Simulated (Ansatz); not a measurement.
CH₃Cl₂NSi₂, SMILES [Si]1([SiH2]C=N1)(Cl)Cl.

Geometry: PBE0-D3(BJ)/def2-SVP. This is a generated structure with no PubChem entry under its InChIKey; it may be hypothetical.

Two levels are set side by side: PBE/def2-TZVPD (Ansatz, a program for electronic structure) and CAM-B3LYP/def2-TZVPD (Ansatz). Energy differences of separate SCF runs at the same geometry; the states with an electron removed or added have multiplicity 2 and 2. Differences are taken from unrounded values.

| quantity | CAM-B3LYP | PBE | PBE minus CAM-B3LYP |
|---|---|---|---|
| vertical ionisation energy (eV) | 9.31 | 8.99 | -0.32 |
| vertical singlet–triplet gap (eV) | 3.01 | 2.89 | -0.12 |
